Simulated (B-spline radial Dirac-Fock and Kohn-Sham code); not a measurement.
# K-line shifts caused by a second vacancy in V⁺

System: V⁺ in the configuration 1s2 2s2 2p6 3s2 3p6 3d4, inside a Watson sphere of charge -1 and radius 2.7 Å (a model of the Madelung potential; inside it an electron's potential energy is raised by 5.3 eV).

Input of the calculation (task.json; shells as n, l, electrons):

```json
{"items": [{
  "Z": 23,
  "q": 1,
  "cfg": [[1, 0, 2], [2, 0, 2], [2, 1, 6], [3, 0, 2], [3, 1, 6], [3, 2, 4]],
  "A": 51,
  "rrms": 3.6002,
  "watson": [-1, 2.7],
  "do": ["binding", "quiet", "double"]
}]}
```

Command: `python xray_run.py task.json out`

Model: Dirac-Fock (average of configuration) total-energy differences with a finite nucleus, the Breit interaction including its frequency dependence, and self-energy and vacuum-polarisation corrections. Program: a radial atomic solver. Each two-hole energy is an average over J within one jj subconfiguration, not an observable level; in light atoms, where LS coupling holds, the j-resolved values are not observed lines, and for a K spectator the Kα1 hypersatellite is nearly forbidden. Correlation energy is missing from these numbers.

Lines without a spectator: Kα2 (K-L2) 4944.7 eV, Kα1 (K-L3) 4951.6 eV, Kβ3 (K-M2) 5424.4 eV, Kβ1 (K-M3) 5425.2 eV. Shifts in eV with one spectator hole (a dash: not computed, or left out as unreliable):

```csv
spectator hole,Kα2,Kα1,Kβ3,Kβ1
K (1s),+238.5,+239.8,+296.1,+296.3
L2 (2p1/2),+20.87,+25.60,–,+59.4
L3 (2p3/2),+24.23,+23.09,+57.9,–
M2 (3p1/2),–,+1.63,+3.84,+5.11
M3 (3p3/2),+1.52,–,+4.89,+4.54
```

With n spectator holes in 2p, averaged over the 2p shell (energies in eV):

```csv
n,KαLⁿ,step,hypersatellite KαʰLⁿ
0,4949.3,–,5188.7
1,4973.2,+23.9,5213.8
2,4998.2,+25.0,5239.9
3,5024.3,+26.1,5267.2
4,5051.5,+27.2,5295.7
5,5079.9,+28.4,5325.3
```
